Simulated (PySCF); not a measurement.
# Electron correlation in Cd+ (cadmium, charge +1)

[Kr] 4d9 5s1 6s1, high-spin 4D determinant (an excited configuration). Computed with PySCF 2.14 in x2c-QZVPPall with one added diffuse shell each of s, p, d, f, g type (14s9p8d5f3g, 143 functions), with the spin-free X2C one-electron Hamiltonian (Gaussian nucleus). Frozen: [Ar] 3d10; 19 electrons correlated.

MP2 pair energies summed by pair of shells (mhartree):

| pair | energy | share (%) |
| --- | --- | --- |
| 4d-4d | -291.56 | 44.7 |
| 4p-4d | -180.36 | 27.7 |
| 4p-4p | -49.81 | 7.6 |
| 4d-5s | -46.09 | 7.1 |
| 4s-4d | -35.24 | 5.4 |
| 4s-4p | -25.28 | 3.9 |
| 4p-5s | -7.70 | 1.2 |
| 4d-6s | -6.60 | 1.0 |
| 4s-4s | -4.36 | 0.7 |
| 5s-6s | -3.09 | 0.5 |
| 4p-6s | -1.00 | 0.2 |
| 4s-5s | -0.79 | 0.1 |
| 4s-6s | -0.10 | 0.0 |

Total MP2 correlation energy: -651.98 mhartree.

Same-spin part -216.09 and opposite-spin part -435.89 mhartree; SCS-MP2 scales them by 1/3 and 6/5 to -595.10 mhartree.

This basis was not built for core-valence correlation, so the inner-shell part is incomplete.
